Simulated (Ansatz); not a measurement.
Mulliken charges of `[NH2][Ge]([F])([F])[F]` from B3LYP/def2-TZVPP in Ansatz (PBE0-D4/def2-TZVP geometry).

| atom | x (Å) | y (Å) | z (Å) | charge (e) |
| --- | --- | --- | --- | --- |
| N1 | -0.378 | 0.531 | 0.966 | -0.357 |
| Ge2 | 0.147 | -0.410 | -0.456 | 1.085 |
| F3 | 1.156 | -1.693 | 0.035 | -0.341 |
| F4 | -1.211 | -1.049 | -1.265 | -0.341 |
| F5 | 1.036 | 0.419 | -1.663 | -0.344 |
| H6 | -1.054 | 1.258 | 0.780 | 0.150 |
| H7 | 0.364 | 0.875 | 1.558 | 0.150 |

Question: By hand: the dipole of these point charges (1 e Å = 4.8032 D).

Answer: Σ q r = (-0.147, 0.476, 0.503) e Å, of length 0.708 e Å = 3.40 D.

Question: How does the dipole of the full density compare? (An estimate is asked.)

Answer: The calculation gave: (-0.095, 0.531, 0.435) e Å, 3.33 D; the point charges give 1.02 times that, at 8° from its direction.

Point charges leave out the atoms' own dipoles, such as those of lone pairs, and Mulliken's split depends on the basis, so the close match here is no proof of good charges.

B3LYP here is the variant with VWN-RPA as its local correlation; programs differ in this.
